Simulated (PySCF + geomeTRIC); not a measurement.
Species: [Mo(=O)2(Cl)2] (charge 0, multiplicity 1).

Give a relaxed geometry from TPSS-D3(BJ)/def2-SVP (PySCF + geomeTRIC).

the end point of this relaxation.
Z-matrix (Å, degrees):
```
Mo
O 1 1.6875
O 1 1.6878 2 106.47
Cl 1 2.2723 2 109.44 3 -118.18
Cl 1 2.2726 2 109.47 3 118.33
```
